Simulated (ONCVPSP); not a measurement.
# What one change does to a pseudopotential (tungsten, ONCV)

- Element: W
- Generator: ONCVPSP 4.0.1
- Type: optimised norm-conserving Vanderbilt (ONCV)
- Functional: PBEsol
- Relativity: scalar-relativistic
- Frozen core: [Kr] 4d10 4f14
- Valence charge: 14
- Reference configuration: 5s2 5p6 5d4 6s1.5 6p0.5
- Partial waves: 5s+6s: rc 1.75 bohr, ncon 4, nbas 9, qcut 8.2 1/bohr, 2 projectors; 5p+6p: rc 2.00 bohr, ncon 5, nbas 8, qcut 7.2 1/bohr, 2 projectors; 5d: rc 2.45 bohr, ncon 4, nbas 9, qcut 7.5 1/bohr, 1 projector
- Local potential: polynomial inside 1.45 bohr (lpopt 5, dvloc0 6 Ha)
- Core correction: none

All-electron outer shells of the reference configuration (PBEsol, scalar-relativistic, ld1.x):

```
shell  level (eV)  outermost node (bohr)  outermost maximum (bohr)
   4d     -239.09                   0.22                      0.45
   5s      -79.94                   0.53                      0.96
   5p      -44.05                   0.57                      1.09
   4f      -34.06                      –                      0.43
   6s       -6.30                   1.28                      2.64
   5d       -5.25                   0.63                      1.49
   6p       -1.75                   1.53                      3.65
```

Change: local potential polynomial inside 1.10 bohr (lpopt 5, dvloc0 1 Ha).

Cutoffs: the cutoffs (Ha) at which the residual kinetic energy of the hardest occupied pseudo-wave falls to 1 and 0.1 mHa per electron; they do not see the model core or the augmentation charge, which bear on the density cutoff. Errors are all-electron minus pseudo energies relative to the spin-unpolarised reference configuration.

Question: Predict the effect on cutoff, ghosts and configuration errors.

Answer: The potential gets neither clearly harder nor softer (22 Ha and 25 Ha → 22 Ha and 25 Ha); the errors of the 3 common tests hardly move; the range in which the s phases agree narrows (upper end at the end of the scan → 3.6); the range in which the d phases agree narrows (upper end at the end of the scan → 1.2); neither file shows a bound ghost.

| quantity | base | changed |
| --- | --- | --- |
| cutoff, loose | 22 Ha | 22 Ha |
| cutoff, tight | 25 Ha | 25 Ha |
| bound ghosts | none | none |
| GHOST(+) flags under 300 eV | none | s at 99.2 eV |
| tests with a reliable result | 3 of 4 | 3 of 4 |
| error for 5s2 5p6 5d4 6s2 6p0, meV [ΔE -2.24 eV] | +0.6 | +0.6 |
| error for 5s2 5p6 5d4 6s1 6p0, meV [ΔE 6.69 eV] | -2.6 | -2.6 |
| error for 5s2 5p6 5d4 6s0 6p0, meV [ΔE 22.38 eV] | -6.0 | -5.9 |
| s: phases at 1.77 bohr within 0.05 rad from the reference energy up to (Ha; the scan ends near 5) | to the end of the scan | 3.6 |
| p: phases at 2.02 bohr within 0.05 rad from the reference energy up to (Ha; the scan ends near 5) | to the end of the scan | to the end of the scan |
| d: phases at 2.48 bohr within 0.05 rad from the reference energy up to (Ha; the scan ends near 5) | to the end of the scan | 1.2 |
